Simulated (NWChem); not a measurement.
Molecule: C3H7FSi; SMILES C=C(C)[SiH2]F

```xyz
12

C      0.8974     1.7707    -0.4202
C     -0.0052     0.8655    -0.0133
C     -1.4425     1.2127     0.2522
Si     0.5620    -0.8933     0.2473
F     -0.3268    -1.8932    -0.6871
H      0.6296     2.8246    -0.5687
H      1.9393     1.5026    -0.6238
H     -1.7185     0.9963     1.2982
H     -2.1145     0.6073    -0.3784
H     -1.6503     2.2757     0.0556
H      0.3408    -1.3371     1.6551
H      1.9935    -1.0346    -0.1398
```
Atoms are numbered in this order, from 1.

All runs use the structure optimised with PBE0/def2-SVP. Not confirmed as a minimum by frequencies.

Problem. Give the principal values of the shielding tensors (ppm) of C1, C2, C3, Si4, F5 from LDA (Slater exchange, VWN5)/pcSseg-1, GIAO (NWChem), with their diamagnetic and paramagnetic parts as GIAO splits them.

Solution. 
```
atom    σ11    σ22    σ33  isotropic  diamagnetic  paramagnetic
----  -----  -----  -----  ---------  -----------  ------------
C1    -72.7   47.0  137.9       37.4        256.2        -218.8
C2    -92.9  -13.6  168.4       20.6        263.2        -242.6
C3    139.3  145.0  182.4      155.5        249.1         -93.6
Si4   262.0  287.3  362.1      303.8        881.0        -577.2
F5    352.3  358.8  416.5      375.9        473.3         -97.4
```
